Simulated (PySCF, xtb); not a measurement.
CH3S, SMILES [CH2]S, multiplicity 2.

Harmonic wavenumbers (cm⁻¹) from xtb with GFN2-xTB at its own minimum, in rising order: 341, 486, 786, 892, 998, 1341, 2397, 3135, 3195.

Problem. What does PBE0-D3(BJ)/def2-TZVP in PySCF give at its own minimum? (Estimate from the structure and the level; the computed values follow.)

Solution. 99, 349, 783, 868, 1071, 1405, 2716, 3198, 3326. Paired by order, the mean absolute difference is 118 cm⁻¹ and the zero-point energies are 19.4 and 19.7 kcal/mol.
